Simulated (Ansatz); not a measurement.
BGeH5O, SMILES `[BH2][GeH2][OH]`, relaxed with RKS PBE0-D4/def2-TZVP in the Gaussian-basis code of Ansatz from a PBE-D4/def2-SVP geometry. The force threshold is 0.005 eV/Å; the program also tests the step.

Total charge 0; spin multiplicity 1.

Start:

```xyz
8

B     0.090    1.546   -0.163
Ge    0.249   -0.466    0.204
O    -1.200   -1.305   -0.488
H    -0.853    2.017   -0.766
H     0.968    2.288    0.233
H     0.342   -0.760    1.741
H     1.553   -1.055   -0.435
H    -1.150   -2.265   -0.326
```

**Question.** By how much does the energy fall, and how many steps does the optimiser take? (An estimate is asked.)

**Answer.** Computed: 0.03 eV, in 5 steps.

**Question.** Which bonds change most? (Best estimate.)

**Answer.** The calculation gave: B1–H5 from 1.216 to 1.195 Å; B1–H4 from 1.214 to 1.193 Å; Ge2–O3 from 1.812 to 1.791 Å; Ge2–H7 from 1.567 to 1.549 Å.

**Question.** Give the relaxed structure. (An estimate is asked.)

**Answer.** Ansatz gave: 
```xyz
8

B     0.090    1.544   -0.163
Ge    0.265   -0.463    0.212
O    -1.171   -1.285   -0.476
H    -0.847    1.988   -0.753
H     0.944    2.290    0.215
H     0.335   -0.772    1.728
H     1.538   -1.068   -0.429
H    -1.154   -2.233   -0.334
```
